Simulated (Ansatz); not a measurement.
Basis sets compared for the cluster GeSb2. The state is a singlet with charge 0. Geometry PBE-D4/def2-TZVP. Ansatz on 2 threads of Arm Neoverse V2 on a shared host; times are rough, and most runs start from earlier orbitals.

Cartesian coordinates in Å:
```
Sb -0.985 1.046 0.567
Sb 1.106 0.402 -1.000
Ge -0.121 -1.448 0.433
```

In the def2 sets Sb takes a core potential; there is no spin–orbit coupling. The structure comes from a short search, and lower isomers may exist.

Binding counts from free atoms (Sb quartet, Ge triplet) in the same basis, without a counterpoise term.

| level | functions | energy (Eh) | HOMO (eV) | LUMO (eV) | binding per atom (eV) | wall time |
| --- | --- | --- | --- | --- | --- | --- |
| PBE-D4/def2-SVP | 84 | -2556.9880 | -5.23 | -3.84 | 2.21 | 0.9 s |
| PBE-D4/def2-TZVP (with forces) | 148 | -2557.2639 | -5.25 | -3.87 | 2.24 | 2 s |
| r2SCAN-D4/def2-TZVP | 148 | -2557.7466 | -5.49 | -3.91 | 2.02 | 3.5 s |
| PBE0-D4/def2-SVP | 84 | -2557.0517 | -6.14 | -3.25 | 2.00 | 1.6 s |
| PBE0-D4/def2-TZVP | 148 | -2557.3261 | -6.13 | -3.26 | 2.04 | 2.8 s |

Problem. Estimate the rows for PBE-D4/def2-TZVPD, r2SCAN-D4/def2-TZVPD, PBE0-D4/def2-TZVPD.

Solution. 
```csv
level,functions,energy (Eh),HOMO (eV),LUMO (eV),binding per atom (eV),wall time
PBE-D4/def2-TZVPD,166,-2557.2649,-5.27,-3.89,2.25,2.1 s
r2SCAN-D4/def2-TZVPD,166,-2557.7476,-5.50,-3.92,2.03,4.3 s
PBE0-D4/def2-TZVPD,166,-2557.3270,-6.14,-3.27,2.05,3.6 s
```
